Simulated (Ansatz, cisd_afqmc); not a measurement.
System: B, charge 0, doublet.

Total energies in cc-pVQZ, 3 correlated electrons, 1 frozen orbitals. Open shells are spin-unrestricted; no spin-orbit coupling. Correlated methods leave the cores frozen. No relativity. AFQMC is phaseless with a CISD trial state; ± is one standard error, without the phaseless bias. Outlying blocks are dropped, and bars are widened where a walk drifts. Over all cases where full CI ran beside it in this data, AFQMC minus full CI had a median of +0.1 mEh and passed +0.4 mEh in a tenth of the cases. Full CI freezes restricted core orbitals and the other rows unrestricted ones, which leaves a small offset even where coupled cluster is exact.

```csv
method,program,energy (Eh),error against FCI (mEh)
HF,Ansatz,-24.53297,68.25
MP2,Ansatz,-24.57999,21.23
CCSD,Ansatz,-24.59938,1.83
CCSD(T),Ansatz,-24.60084,0.38
CCSDT,Ansatz,-24.60125,-0.03
AFQMC/CISD,cisd_afqmc,-24.6011 ± 0.0001,0.2 ± 0.1
FCI,Ansatz,-24.60121,0.00
```

Ansatz is a program for electronic structure.
